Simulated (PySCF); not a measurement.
C₆ coefficients of unlike pairs at PBE0

Calculated with PySCF 2.14 from the dipole response of each species, C₆(A,B) = (3/π) ∫ α_A(iu) α_B(iu) du, in atomic units, from isotropic polarisabilities. For ions this is the dispersion term alone; charge-induced terms of lower order in 1/R come first.

| species | configuration | basis | relativity | α (bohr³) | C₆ (like pair) |
| --- | --- | --- | --- | --- | --- |
| Hf | [Xe] 4f14 5d2 6s2 (3F) | def2-QZVPPD with the def2 core potential (60 electrons) (7s6p4d3f2g) | core potential | 102.2 | 1366 |
| N²⁺ | [He] 2s2 2p1 (2P) | aug-cc-pwCVDZ (5s4p2d) | none | 2.614 | 3.711 |
| Bi | [Xe] 4f14 5d10 6s2 6p3 (4S) | aug-cc-pVTZ-PP with ECP60MDF (6s5p4d2f) | core potential | 52.46 | 624.8 |
| Ga | [Ar] 3d10 4s2 4p1 (2P) | aug-cc-pVQZ-PP with ECP10MDF (7s6p5d3f2g) | core potential | 59.87 | 506.0 |

Problem. Estimate C₆ for Ga with N²⁺.

Solution. The integral gives 36.96. The combination rule 2 C_A C_B / (C_A α_B/α_A + C_B α_A/α_B) gives 35.07 and the geometric mean 43.33.

No spin-orbit coupling is included, so Bi, close to jj coupling, stand for model states.

The other pairs:

```tsv
pair	C₆
Ga, Bi	551.1
Bi, N²⁺	44.97
N²⁺, Hf	59.62
Bi, Hf	897.8
Ga, Hf	830.3
```
